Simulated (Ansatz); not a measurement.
Geometry optimisation, RKS LDA/def2-SVP in Ansatz 0.2.0.

The input (input.yaml):

```yaml
crystal:
  periodic: [false, false, false]
  atoms:
    - { symbol: B, position_ang: [-1.9549, 0.263, 1.7635] }
    - { symbol: S, position_ang: [-0.2011, 0.3641, 2.278] }
    - { symbol: Si, position_ang: [0.3391, -1.1642, 0.8703] }
    - { symbol: Si, position_ang: [0.321, -0.3685, -1.2072] }
    - { symbol: C, position_ang: [1.2891, 1.1566, -1.3578] }
    - { symbol: H, position_ang: [-2.383, 1.0114, 0.8682] }
    - { symbol: H, position_ang: [-2.7247, -0.4292, 2.2926] }
    - { symbol: H, position_ang: [1.7986, -1.5502, 1.1479] }
    - { symbol: H, position_ang: [-0.5032, -2.3188, 1.0733] }
    - { symbol: H, position_ang: [0.7452, -1.3938, -2.1198] }
    - { symbol: H, position_ang: [-1.1617, -0.053, -1.4983] }
    - { symbol: H, position_ang: [1.2486, 1.5657, -2.3586] }
    - { symbol: H, position_ang: [2.2923, 0.9481, -1.1094] }
    - { symbol: H, position_ang: [0.8817, 1.9397, -0.6138] }
basis:
  gaussian: { orbitals: def2-SVP }
hamiltonian:
  xc: lda
relax:
  f_tol: 0.015
  max_steps: 40
```

Run as:

```bash
$ ansatz run input.yaml --threads 2 --pin off --max-ram 3072MiB --backend cpu --events-out ev --progress --plain --runs-dir out
```

**Question.** Where does it end, and by what steps?

**Answer.** The run converged. After 16 steps the energy has fallen by 1.124 eV; H6 moved furthest, 1.41 Å.

| step | energy less start (eV) | largest force component (eV/Å) | accepted |
| --- | --- | --- | --- |
| 0 | 0.0000 | 2.073 | yes |
| 1 | -0.3676 | 0.661 | yes |
| 2 | -0.4061 | 0.409 | yes |
| 3 | -0.4479 | 0.171 | yes |
| 4 | -0.4957 | 0.417 | yes |
| 5 | -0.5911 | 0.840 | yes |
| 6 | -0.7131 | 0.875 | yes |
| 7 | -0.8437 | 0.693 | yes |
| 8 | -0.9564 | 0.471 | yes |
| 9 | -1.0367 | 0.377 | yes |
| 10 | -1.0882 | 0.168 | yes |
| 11 | -1.1005 | 0.217 | yes |
| 12 | -1.1116 | 0.247 | yes |
| 13 | -1.1166 | 0.144 | yes |
| 14 | -1.1208 | 0.120 | yes |
| 15 | -1.1232 | 0.033 | yes |
| 16 | -1.1235 | 0.010 | yes |

```xyz
14
Properties=species:S:1:pos:R:3
B -2.004 0.481 1.699
S -0.291 0.504 2.133
Si 0.397 -1.207 0.960
Si 0.308 -0.498 -1.257
C 1.272 1.103 -1.383
H -2.699 1.346 2.198
H -2.456 -0.366 0.947
H 1.808 -1.477 1.419
H -0.460 -2.398 1.294
H 0.852 -1.551 -2.191
H -1.150 -0.279 -1.581
H 1.150 1.567 -2.385
H 2.354 0.927 -1.208
H 0.907 1.820 -0.616
```

Whether the end is a true minimum wasn't checked by a vibrational analysis.

Run time: 30 s on 2 threads of Arm Neoverse V2, on a shared host, peak memory 0.17 GiB.
